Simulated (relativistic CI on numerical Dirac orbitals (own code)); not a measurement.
## Dy⁴⁸⁺: q coefficients and field-shift factors

Computed by Dirac-Coulomb-Breit CI, orbitals from a KLI potential per configuration, derivatives by finite differences, unscaled Slater integrals, QED left out (own radial code, finite nucleus).

Configurations in the expansion (outside the closed core [Ne]): 3s2.3p6, 3s2.3p5.3d, 3s.3p6.3d, 3p6.3d2, 3p5.3d3. Double excitations out of closed p, d and f shells are left out; levels of such configurations are missing from the list, as are those of other unlisted configurations, and high levels can miss mixing partners.

With x = (α/α₀)² − 1 an excitation energy changes as ω = ω₀ + qx; K = 2q/ω₀ is the relative enhancement. Terms are leading LS components, so labels can repeat. The field-shift factor is F = δν/δ⟨r²⟩ for the transition from the lowest level.

Lowest level 3s2.3p6 1S_0.

```
           Level  ω₀ (cm⁻¹)   q (cm⁻¹)       K  F (GHz/fm²)
3s2.3p5.3d 3P°_0    1649720      76100  0.0923           10
3s2.3p5.3d 3P°_1    1722523      95830   0.111         10.4
3s2.3p5.3d 3F°_3    1761500      72920  0.0828         10.2
3s2.3p5.3d 3D°_2    1789370      78950  0.0882         10.3
3s2.3p5.3d 3F°_4    2076242     441400   0.425         16.1
3s2.3p5.3d 1D°_2    2113092     448400   0.424         15.8
3s2.3p5.3d 3D°_3    2195171     445700   0.406         16.6
3s2.3p5.3d 1P°_1    2397507     489900   0.409         10.6
3s2.3p5.3d 3F°_2    3339725  1.934e+06    1.16         -137
3s2.3p5.3d 1P°_1    3624347  1.906e+06    1.05         -132
3s2.3p5.3d 3P°_2    3714778  2.307e+06    1.24         -131
3s2.3p5.3d 3F°_3    3750103  2.311e+06    1.23         -131
  3s.3p6.3d 3D_1    4854656  2.176e+06   0.896        -3310
```

At this charge energies of transitions that change n are usually good to better than 1 %, and those within a shell (Δn = 0) to a few per cent.
